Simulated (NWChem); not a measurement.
Species: Si₂NH₆, doublet; SMILES N([SiH3])[SiH2]

```xyz
9

Si    -0.2419    -1.6174     0.0841
N      0.5463    -0.0683    -0.1349
Si    -0.1449     1.5368    -0.0444
H     -1.2971    -1.4328     1.1260
H      0.7836    -2.5985     0.5653
H      1.4633    -0.1217    -0.5721
H     -1.3433     1.4564     0.8268
H     -0.5567     2.0845    -1.3686
H      0.8505     2.4797     0.5352
```
Atoms are numbered in this order, from 1.

All runs: NWChem. Pople sets run with spherical d functions. Spin-unrestricted. Geometry: optimised at B3LYP/6-31G* (spherical d), spin-unrestricted. No stability test was run on the SCF state. Vzz is the largest principal value of the second derivative of the potential at the nucleus (NWChem prints the opposite sign); η is the asymmetry. Non-relativistic.

For level UHF/6-31G*:

```
Property        Value
-------------  ------
Vzz N2 (a.u.)  -0.697
```

Q: How do the values read with level UHF/def2-SVP instead?

A: The vzz N2 (a.u.) comes out as -0.737.
